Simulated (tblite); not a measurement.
Species: C8H14OSi.
Structure used (GFN2-xTB), in Å, numbered top down from 1:
```
atom  x, y, z in Å
C1    -3.8330    0.0049    0.9051
C2    -2.4973   -0.0044    0.8594
C3    -1.7131    1.2649    0.9601
C4    -1.8202   -1.2857    0.7454
C5    -0.5528   -1.5704    0.4065
C6     0.4925   -0.6755   -0.1058
O7     0.2781    0.2465   -0.8678
C8     1.8974   -0.9820    0.3473
C9     2.9199   -0.3466   -0.5824
Si10   2.4739    1.4468   -1.0762
H11   -4.3886    0.9236    0.9822
H12   -4.4129   -0.9005    0.8374
H13   -1.2682    1.5136   -0.0016
H14   -2.3561    2.0842    1.2714
H15   -0.9024    1.1553    1.6789
H16   -2.4467   -2.1285    1.0179
H17   -0.2353   -2.6029    0.4864
H18    1.9913   -0.5513    1.3506
H19    2.0402   -2.0612    0.4453
H20    2.9990   -0.9526   -1.4857
H21    3.8974   -0.3725   -0.1024
H22    3.7887    2.1141   -1.1973
H23    1.7890    2.1415    0.0143
H24    1.8473    1.5582   -2.3855
```

Calculated harmonic vibrations of the isolated species, GFN2-xTB (tblite), most abundant isotopes, no scaling. Errors from tens to a few hundred cm⁻¹ against measured bands are possible. Modes of hydrogen on silicon can be 10 to 20 % off. One conformer, not necessarily the lowest.

Harmonic wavenumbers (cm⁻¹): 27.6, 39.0, 45.8, 112.0, 140.3, 181.9, 214.7, 224.7, 276.4, 309.6, 320.0, 378.0, 436.6, 445.0, 540.4, 561.5, 577.2, 599.9, 666.4, 687.1, 726.8, 746.5, 774.2, 794.7, 845.7, 855.4, 886.4, 892.8, 897.2, 927.9, 946.6, 967.3, 1034.5, 1039.8, 1066.4, 1096.3, 1115.2, 1193.4, 1233.9, 1278.6, 1314.7, 1322.8, 1370.3, 1398.6, 1419.1, 1443.1, 1472.1, 1481.0, 1492.8, 1621.7, 1653.8, 1704.3, 2129.9, 2249.1, 2319.5, 2927.0, 2958.3, 2985.7, 3004.1, 3016.2, 3026.1, 3032.4, 3044.4, 3049.4, 3103.7, 3133.5.

A = 2405, B = 581.4, C = 496.7 MHz; mass 154.081 u (most abundant isotopes); point group C1, symmetry number 1.

Q: Zero-point energy?

A: ½Σν̃ = 41889 cm⁻¹ = 501.10 kJ/mol.

Q: What is S at 298.15 K and 1 bar for an ideal gas of classical rigid rotors and harmonic oscillators?

A: Translation 171.68, rotation 127.68, vibration 171.20: S = 470.6 J/(mol K).

Q: And Cp and H(298.15 K) − H(0)?

A: Cp = 203.72 J/(mol K), of which vibrations give 170.46 (their classical limit is 66 R = 548.8); H(298.15 K) − H(0) = 35.51 kJ/mol without the zero-point energy, 25.59 from vibrations.

Q: Blend soft modes into free rotors: weight 1/[1 + (100 cm⁻¹/ν̃)⁴] for the oscillator and the rest for a rotor with moment μB/(μ + B), μ = h/(8π²ν), B = 10⁻⁴⁴ kg m². What vibrational entropy results?

A: 150.86 J/(mol K) in place of 171.20, which changes −T·S at 298.15 K by +6.06 kJ/mol.

Q: How do the functions run with temperature in this model?

A: 
```json
{"T (K)": "100", "S (J/(mol K))": "320.9", "Cp (J/(mol K))": "92.2", "H − H(0) (kJ/mol)": "6.40", "G − H(0) (kJ/mol)": "-25.69", "ln q(vib)": "3.27"}
{"T (K)": "200", "S (J/(mol K))": "401.4", "Cp (J/(mol K))": "146.7", "H − H(0) (kJ/mol)": "18.31", "G − H(0) (kJ/mol)": "-61.96", "ln q(vib)": "6.85"}
{"T (K)": "300", "S (J/(mol K))": "471.8", "Cp (J/(mol K))": "204.8", "H − H(0) (kJ/mol)": "35.89", "G − H(0) (kJ/mol)": "-105.66", "ln q(vib)": "10.33"}
{"T (K)": "500", "S (J/(mol K))": "601.1", "Cp (J/(mol K))": "304.2", "H − H(0) (kJ/mol)": "87.34", "G − H(0) (kJ/mol)": "-213.19", "ln q(vib)": "17.21"}
{"T (K)": "800", "S (J/(mol K))": "766.6", "Cp (J/(mol K))": "399.2", "H − H(0) (kJ/mol)": "194.14", "G − H(0) (kJ/mol)": "-419.17", "ln q(vib)": "27.07"}
{"T (K)": "1000", "S (J/(mol K))": "860.4", "Cp (J/(mol K))": "440.3", "H − H(0) (kJ/mol)": "278.31", "G − H(0) (kJ/mol)": "-582.07", "ln q(vib)": "33.16"}
```

q(vib) and H(0) count from the zero-point level.

Hindered rotation and anharmonicity are outside this model. Other conformers, if any are populated, would add a mixing term that is left out. The structure is chiral; the term R ln 2 for an equal mix with its mirror image is left out.
